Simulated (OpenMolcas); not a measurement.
# Cu2+, Ag2+, Au2+: d⁹ down the group

```json
{
  "Program": "OpenMolcas",
  "Method": "CASSCF",
  "Basis": "ANO-R2",
  "Scalar Hamiltonian": "X2C, finite nucleus",
  "Spin-orbit coupling": "state interaction with AMFI integrals over the reference wave functions, term energies averaged over their components"
}
```

Active space for each ion: 9 electrons in 10 orbitals (d d).

Computed levels in cm-1 above ²D_5/2:

```csv
Level,Cu2+,Ag2+,Au2+
²D_3/2,2097,4526,13098
weight of ²D in the lowest level (%),100,100,100
```

Measured, with the error of the calculation in %. Measured levels: Cu2+ from Sugar and Musgrove, J. Phys. Chem. Ref. Data 19, 527 (1990); Ag2+ from Moore, Atomic Energy Levels, vol. III, NSRDS-NBS 35 (1971 reprint of NBS Circular 467, 1958); Au2+ from Iglesias, J. Res. Natl. Bur. Stand. 64A, 481 (1960).

```tsv
Level	Cu2+	Ag2+	Au2+
²D_3/2	2072 (+1.2)	4607 (-1.8)	12694 (+3.2)
```

The fine-structure level ²D_3/2 changes by a factor of 6.25 from Cu2+ to Au2+.

Without dynamic correlation excited terms often stand tens of per cent too high (terms of higher spin than the ground term too low), and those without a measured partner can miss by more than the paired ones. Active for correlation alone: 4d; no level in the range computed is led by a configuration that fills it, so any true level of that kind is missing (holds for Cu2+). Active for correlation alone: 5d; no level in the range computed is led by a configuration that fills it, so any true level of that kind is missing (holds for Ag2+). Active for correlation alone: 6d; no level in the range computed is led by a configuration that fills it, so any true level of that kind is missing (holds for Au2+). Computed and measured levels are paired by configuration, term and J; levels that our copy of the source lacks, or whose pairing is in doubt (as where it misses far off the trend of its configuration), stay unpaired and out of the deviations. Only configurations of the active space appear.
